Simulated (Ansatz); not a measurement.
`C[SiH2][TeH]` and `C=C[Te][SiH2]C` differ in one atom or group.

Ansatz, PBE0-D4/def2-TZVP geometries, multiplicity 1. Each molecule was computed in one conformer, which needn't be the lowest.

Elements past krypton have def2 core potentials.

```csv
property,`C[SiH2][TeH]`
HOMO energy (PBE/def2-TZVPP) / eV,-5.38
HOMO–LUMO gap (ωB97M-V/def2-TZVPP) / eV,9.79
HOMO–LUMO gap (B3LYP/def2-TZVPP) / eV,5.46
HOMO energy (ωB97M-V/def2-TZVPP) / eV,-8.48
LUMO energy (PBE0/def2-TZVPP) / eV,-0.49
"ideal-gas entropy at 298 K and 1 bar (rigid rotor, harmonic PBE0-D4/def2-TZVP) / J/(mol·K)",335
```

**Question.** What does the change do to each property? (Estimate.)

**Answer.** Computed: 
```csv
property,`C=C[Te][SiH2]C`,shift
HOMO energy (PBE/def2-TZVPP) / eV,-5.10,0.28
HOMO–LUMO gap (ωB97M-V/def2-TZVPP) / eV,9.37,-0.42
HOMO–LUMO gap (B3LYP/def2-TZVPP) / eV,5.11,-0.35
HOMO energy (ωB97M-V/def2-TZVPP) / eV,-8.12,0.36
LUMO energy (PBE0/def2-TZVPP) / eV,-0.54,-0.05
"ideal-gas entropy at 298 K and 1 bar (rigid rotor, harmonic PBE0-D4/def2-TZVP) / J/(mol·K)",402,67
```

With PBE0 the HOMO rises by 0.33 eV and the LUMO falls by 0.05 eV, so the gap narrows by about 0.38 eV. PBE moves the HOMO by 0.28 eV and ωB97M-V by 0.36 eV. The zero-point energy changes by 93.2 kJ/mol with +12 modes. Modes under 60 cm⁻¹, often nearly free rotors, make the harmonic entropy too high.

B3LYP here is the variant with VWN-RPA as its local correlation; programs differ in this.

Spin–orbit coupling is left out; it splits and shifts lone-pair levels of the heavy atoms by tenths of an eV.
